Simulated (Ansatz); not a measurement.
Two members of one family (Alkyl boronic acid), computed with Ansatz in the gas phase. The two geometries come from different levels. Binding counts from free atoms in the multiplicity of their measured ground term, without zero-point energy. The structures are stationary points that may keep the symmetry of their start.

First: CCCCCCCCB(O)O (singlet, charge 0, PBE0-D4/def2-SVP geometry).

```xyz
30

C     4.618    1.868    0.063
C     3.214    1.538    0.542
C     2.224    1.306   -0.591
C     0.819    0.965   -0.122
C    -0.169    0.756   -1.263
C    -1.593    0.436   -0.827
C    -1.763   -0.912   -0.139
C    -3.213   -1.228    0.238
B    -3.361   -2.622    0.951
O    -4.060   -3.617    0.325
O    -2.760   -2.786    2.169
H     4.625    2.779   -0.556
H     5.309    2.033    0.904
H     5.033    1.052   -0.552
H     3.243    0.641    1.187
H     2.840    2.353    1.186
H     2.189    2.205   -1.234
H     2.599    0.493   -1.242
H     0.446    1.772    0.535
H     0.860    0.061    0.511
H    -0.180    1.665   -1.891
H     0.201   -0.053   -1.920
H    -1.959    1.234   -0.153
H    -2.256    0.465   -1.709
H    -1.139   -0.956    0.770
H    -1.372   -1.702   -0.807
H    -3.584   -0.442    0.921
H    -3.852   -1.195   -0.659
H    -4.104   -4.452    0.801
H    -2.854   -3.658    2.563
```

```csv
level,HOMO (eV),LUMO (eV),gap (eV),binding per atom (eV)
PBE-D4/def2-SVP,-6.80,0.06,6.87,4.38
PBE-D4/def2-TZVP,-6.94,-0.55,6.39,4.33
r2SCAN-D4/def2-TZVP,-7.20,0.20,7.40,4.26
B3LYP-D4/6-31G,-7.88,0.89,8.77,4.17
PBE0-D4/def2-SVP,-8.21,1.02,9.23,4.33
```

Second: CCCCCCCCCCB(O)O (singlet, charge 0, PBE-D4/def2-SVP geometry).

```xyz
36

C    -0.4990    5.2116   -2.7990
C    -0.5258    4.2208   -1.6335
C     0.8696    3.8720   -1.1008
C     0.8843    2.9216    0.1041
C     0.3606    1.5101   -0.1817
C     0.4471    0.5652    1.0205
C    -0.0860   -0.8427    0.7398
C    -0.0008   -1.7887    1.9418
C    -0.5694   -3.1938    1.6966
C     0.1947   -4.0264    0.6586
B    -0.3412   -5.4939    0.4096
O    -1.5017   -5.8905    1.0382
O     0.3834   -6.3064   -0.4368
H    -0.0190    6.1690   -2.5045
H     0.0768    4.8071   -3.6585
H    -1.5197    5.4473   -3.1637
H    -1.1379    4.6363   -0.8011
H    -1.0490    3.2926   -1.9529
H     1.4742    3.4285   -1.9254
H     1.3898    4.8161   -0.8240
H     1.9245    2.8449    0.4904
H     0.2909    3.3715    0.9334
H    -0.6966    1.5583   -0.5258
H     0.9316    1.0745   -1.0337
H     1.5050    0.4973    1.3609
H    -0.1118    1.0082    1.8764
H     0.4708   -1.2738   -0.1220
H    -1.1474   -0.7745    0.4042
H     1.0624   -1.8731    2.2645
H    -0.5370   -1.3242    2.8000
H    -0.5898   -3.7470    2.6607
H    -1.6360   -3.1100    1.3902
H     0.2023   -3.5141   -0.3322
H     1.2733   -4.0973    0.9339
H    -1.7791   -6.8012    0.8345
H     0.0058   -7.1951   -0.5630
```

Task: Estimate the same table for the second.

Result: 
| level | HOMO (eV) | LUMO (eV) | gap (eV) | binding per atom (eV) |
| --- | --- | --- | --- | --- |
| PBE-D4/def2-SVP | -6.80 | -0.03 | 6.77 | 4.38 |
| PBE-D4/def2-TZVP | -6.90 | -0.62 | 6.28 | 4.33 |
| r2SCAN-D4/def2-TZVP | -7.15 | 0.12 | 7.27 | 4.26 |
| B3LYP-D4/6-31G | -7.80 | 0.79 | 8.59 | 4.17 |
| PBE0-D4/def2-SVP | -8.18 | 0.93 | 9.12 | 4.33 |
